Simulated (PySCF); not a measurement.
Planning an EPR job on `O[C@@H]1C[C@@H]2C[CH+][CH][C@@H]21` [radical].

Method: UKS B3LYP, pcH-1 on C H O, non-relativistic, mean-field spin-orbit, GIAO (PySCF 2.14.0). Geometry: GFN2-xTB. Work: unrestricted SCF, g, hyperfine, density and orbital grids written, density fitting. The input is one job of a driver script: a line of settings, then coordinates in Å.

Command:
```bash
OMP_NUM_THREADS=1 python probes_run.py task.json out
```

Input:
```
{"job": {"kind": "epr", "basis": "pcH-1"}, "charge": 1, "multiplicity": 2}
O     -1.651773    -0.815344    -1.424570
C     -1.557939    -0.108610    -0.280947
C     -0.825430     1.218357    -0.399647
C      0.219301     0.850401     0.691273
C      1.643147     0.680426     0.175662
C      1.757313    -0.752331    -0.149692
C      0.643903    -1.443481     0.203472
C     -0.356054    -0.562171     0.782461
H     -2.275117    -1.554005    -1.381180
H     -2.481509    -0.074730     0.303214
H     -1.435307     2.081799    -0.147055
H     -0.392649     1.337751    -1.390071
H      0.138658     1.469275     1.580549
H      1.891404     1.320854    -0.675958
H      2.380240     0.945470     0.945191
H      2.642294    -1.180608    -0.588189
H      0.485968    -2.497032     0.050049
H     -0.835208    -0.909705     1.693781
```

Hardware: one thread of an Arm Neoverse N1, shared host with 64 logical CPUs at a one-minute load of 48. PySCF's memory limit was set to 1600 MB.

The basis has 300 functions.

Problem. Estimate the wall time.

Solution. About 2.4 min. CPU seconds by part: SCF 73, spin–orbit mean field 6, g tensor 54, hyperfine 0.6.

Problem. Estimate the peak memory.

Solution. About 0.97 GiB. Peak memory is the resident size of the whole Python process, interpreter and libraries included.

Problem. At this speed, how long would 5000 such jobs take on 32 cores, one job a core?

Solution. 5000/32 gives 157 rounds of 2.4 min, about 6.3 h of wall time and 200 core-hours, if the jobs don't slow each other.

Times come from a shared host and carry two figures at best.

The run converged: ⟨S²⟩ 0.754; g_iso 2.0041.
